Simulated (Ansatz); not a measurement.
`SB[SiH2][SeH]`, charge 0, multiplicity 1.

Problem. Give a relaxed structure at PBE0-D4/def2-TZVP (the Gaussian-basis code of Ansatz). (Estimate.)

Solution. The calculation gave: 
Z-matrix (Å, degrees):
```
Si
B 1 2.008
Se 1 2.290 2 113.5
H 1 1.490 2 110.2 3 -124.9
H 1 1.489 2 110.5 3 116.0
S 2 1.760 1 118.3 3 -2.0
H 2 1.193 1 121.8 3 177.8
H 3 1.469 1 93.3 2 -56.3
H 6 1.347 2 99.6 1 179.4
```
This is one stationary point; other conformers may exist.
